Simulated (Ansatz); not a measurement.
Reactions of C3H5BrO, SMILES `CC=C(O)Br`.

Isolated molecules relaxed with PBE0-D4/def2-TZVP in Ansatz; ΔE leaves out vibrations. CBS: MP2 limit from def2 TZ/QZ plus the TZ coupled-cluster correction, frozen cores. This one scheme is used for every species, atoms too. Double bonds are as drawn, so ΔE can hold a change between cis and trans. DFT in def2-TZVPP. Open shells (•) are unrestricted, without spin–orbit coupling. Spin–orbit coupling would lower the free atoms: a little for C, O; clearly for Br. Bonds to Br, Ge are less sure, by a few kJ/mol each and by 10 to 20 or more in all where they break to atoms, as the def2 sets lack core-valence functions. Scalar relativity is left out up to krypton. One conformer a species, not always the lowest.

```
                                                          reaction  r2SCAN-D4 (kJ/mol)  PBE0-D4 (kJ/mol)  ωB97X-V (kJ/mol)
                            `C/C=C(\O)Br` → Br• + 3 C• + 5 H• + O•                3921              3933              3893
      `C/C=C(\O)Br` + `ClC[SiH2]Cl` → `C[SiH](Cl)CCl` + `C=C(O)Br`                 -42               -39               -40
             `C/C=C(\O)Br` + `[AlH3]` → `C/C=[C](\[AlH2])Br` + H₂O                 -74               -75               -71
                                       `C/C=C(\O)Br` → `O/C=C\CBr`                   4                 3                 2
                    `C/C=C(\O)Br` + SiH₄ → `C/C=C(\O)[SiH3]` + HBr                 -37               -39               -39
                                       `C/C=C(\O)Br` → `OC/C=C/Br`                  35                32                28
`C/C=C(\O)Br` + `[NH2][GeH2][Cl]` → `C[NH][GeH2][Cl]` + `C=C(O)Br`                  54                53                50
                                       `C/C=C(\O)Br` → `C=C(Br)OC`                  53                57                52
                              `C/C=C(\O)Br` + H₂ → `C/C=C/O` + HBr                 -62               -67               -70
                                         `C/C=C(\O)Br` → `O=CCCBr`                 -20               -22               -33
```

Problem. Give the CCSD(T)/CBS values in the same order. (Estimate.)

Solution. The calculation gave: 3899, -39, -90, 0, -42, 25, 52, 55, -68, -27 kJ/mol.

Largest T1 diagnostic: 0.012, for `C/C=C(\O)[SiH3]`.
